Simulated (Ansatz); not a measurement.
# Worked example: the barrier

An elementary step of AlSiH7SO, singlet (AlH₃S ([AlH2][SH]) + SiH₄O ([OH][SiH3]) → AlSiH₅O ([AlH2][O][SiH3]) + H₂S (still joined by a long Al–S bond); bonds formed: S2–H5; dative contacts that become bonds: Al1–O6; bonds broken: H5–O6; bonds weakened to dative contacts: Al1–S2). “Start” is the structure reached by relaxing down from the saddle towards the reactants; PBE0-D4/def2-TZVP structures. The saddle:

```xyz
11
angstrom
Al -0.0744 -0.7213 -1.4110
S 2.1208 0.2750 -1.3551
H 0.0327 -2.2893 -1.2168
H -0.9487 -0.0172 -2.5256
H 1.0719 0.4873 -0.1883
O -0.1317 0.1798 0.1845
Si -0.9981 0.6222 1.5193
H 2.6855 -0.7859 -0.7538
H -0.1570 0.4252 2.7260
H -1.3879 2.0506 1.4184
H -2.2130 -0.2264 1.6022
```

Program: Ansatz 0.2.0. Basis: def2-TZVPP and def2-QZVPP. Cores are frozen in the correlated methods.

Energies in eV:

| quantity | saddle | start |
| --- | --- | --- |
| Hartree–Fock, triple zeta (X = 3) | -27414.22877 | -27415.03461 |
| Hartree–Fock, quadruple zeta (X = 4) | -27415.10589 | -27415.90671 |
| MP2 correlation, X = 3 | -18.03937 | -17.61624 |
| MP2 correlation, X = 4 | -19.45627 | -19.04458 |
| CCSD(T) correlation, X = 3 | -20.21900 | -19.86535 |

(1) Work out the barrier at the basis limit: extrapolate Hartree–Fock as E(X) = E∞ + A exp(−7.88 √X) and the MP2 correlation as E(X) = E∞ + B X^−2.97 (the exponents that Neese and Valeev fitted for def2-TZVPP and QZVPP), then add CCSD(T) − MP2 in triple zeta.

The T1 diagnostic stays at or below 0.012.

Answers

(1) Each step is linear, so take the differences first (saddle − start): Hartree–Fock 0.80584 (X = 3) and 0.80082 (X = 4); MP2 correlation -0.42313 and -0.41169; CCSD(T) correlation -0.35365.
Two points give E∞ = E(4) + w [E(4) − E(3)], with w = 1/(exp(7.88 (2 − √3)) − 1) = 0.1377 for Hartree–Fock and w = 1/((4/3)^2.97 − 1) = 0.7407 for the correlation.
Hartree–Fock: 0.80082 + 0.1377 × (-0.00502) = 0.8001 eV.
MP2 correlation: -0.41169 + 0.7407 × 0.01144 = -0.4032 eV.
CCSD(T) − MP2: -0.35365 − (-0.42313) = 0.0695 eV.
Sum: 0.8001 + (-0.4032) + 0.0695 = 0.4664 eV, or 10.76 kcal/mol. Plain CCSD(T) in triple zeta gives 0.4522 eV, so the larger basis shifts the result by 0.0142 eV.

Labels in which every atom is bracketed show which atoms are joined, not bond orders.

For scale, one of the runs: CCSD(T)/def2-TZVPP, 255 basis functions, launched by `ansatz run in.yaml --threads 4 --pin off --events-out ev --progress --plain --max-ram 9574MiB`. Hardware: 4 CPU threads of an AMD EPYC, shared host. Wall time 4.5 min; peak host memory 5.1 GiB.
